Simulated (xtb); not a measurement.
CuF, charge +1, doublet, geometry from GFN2-xTB (such geometries of metal compounds can be far from the true shape) (the multiplicity is a formal guess). Base run: GFN2-xTB (xtb 6.7.1).

xtb was given this input:
```
$ xtb mol.xyz --gfn 2 --chrg 1 --uhf 1 --json

# file mol.xyz
2

Cu    -0.00000000    -0.00000000    -0.40706850
F      0.00000000     0.00000000     1.31166518
```

Each row names what was changed in the base input (with any setting that the change needs).

```tsv
change	ΔE vs base (kJ/mol)	SCF cycles
base	0.00	14
acc = 0.1	0.00	16
etemp = 3000	-41.1	13
acc = 30	0.00	12
```
